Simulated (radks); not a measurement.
Spherical quantum dot in the effective-mass picture: electrons in a hard-walled sphere of radius 2.62, with a point charge +2 (a donor) at the centre, all in effective atomic units (hartree* = m*/eps^2 hartree, bohr* = eps/m* bohr), one dielectric constant everywhere. Method: non-relativistic Kohn-Sham, PBEsol, spin-polarised, spherical densities; computed with a radial shooting solver with Libxc functionals. Levels are named by radial order and angular momentum (1s, 1p, 1d, 2s, ...), and open shells are averaged over m. Results are scaled to m* = 0.168 and eps = 16.9, for which hartree* = 16.01 meV and bohr* = 5.323 nm.

N = 12, configuration 1s2 1p6 1d(up 2, down 0) 2s2. This is the lowest configuration that the search found. Occupied and some empty levels:

level    occupation  eigenvalue (meV)  <r> (nm)
1s up             1            87.121     6.759
1s down           1            87.735     6.642
1p up             3            99.160     8.854
1p down           3            100.12     8.830
2s up             1            111.06     6.344
2s down           1            111.57     6.432
1d up             2            112.26     9.473
1d down           0            113.30     9.463
1f up             0            128.72     9.889
1f down           0            129.79     9.886
2p up             0            145.27     7.160
2p down           0            145.82     7.158
1g up             0            148.44     10.21
1g down           0            149.54     10.21

Energy (meV): total 584.389, kinetic 358.72, external -337.04, Hartree 667.39, exchange-correlation -104.68.

Electron density:

r (nm)  n(r) (e/nm^3)
0.347         0.02832
1.04          0.01693
1.74          0.01028
2.44         0.006376
3.13         0.004094
3.83         0.002786
4.53         0.002084
5.22         0.001760
5.92         0.001668
6.62         0.001701
7.31         0.001780
8.01         0.001838
8.71         0.001824
9.41         0.001704
10.1         0.001468
10.8         0.001140
11.5        0.0007640
12.2        0.0004120
12.9        0.0001507
13.6       0.00001704
